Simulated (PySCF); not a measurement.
Species: [ReCl6]2- (charge -2 and quartet state).
Bonds: Re1–Cl2, Re1–Cl3, Re1–Cl4, Re1–Cl5, Re1–Cl6, Re1–Cl7.

Method used: PBE0-D3(BJ)/def2-SVP geometry optimisation, gas phase, def2 core potentials past Kr in PySCF.

Task: Give the optimised bond lengths and angles.

Result: 
```tsv
bond	length (Å)
Re1–Cl2 and 5 like bonds	2.405
```

Bonds in one row agree within 0.01 Å and their mean is given. A selection of angles:
```tsv
angle	degrees
Cl2–Re1–Cl3	180.0
Cl2–Re1–Cl4	90.0
```

Re1 (rhenium bonded to 6 Cl) is octahedral (the three widest angles are 180.0°, 180.0° and 180.0°, the others run from 89.9° to 90.1°). All 6 Cl–Re bonds measure 2.405 Å.

Point group: Oh (every atom within 0.08 Å of its image). Whether it is a minimum is left open (no frequencies). ⟨S²⟩ = 3.769 (exact for a quartet: 3.75). Whether so highly charged an anion holds all its electrons in the gas phase wasn't checked; a finite basis holds them in any case. No counter-ion or solvent screens the charge of this multiply charged ion. The geometry's basis has no diffuse functions, a weakness for an anion.

Caution for open-shell metal species: one SCF solution and one stationary point were followed, and a lower state or a bent or distorted shape isn't ruled out.
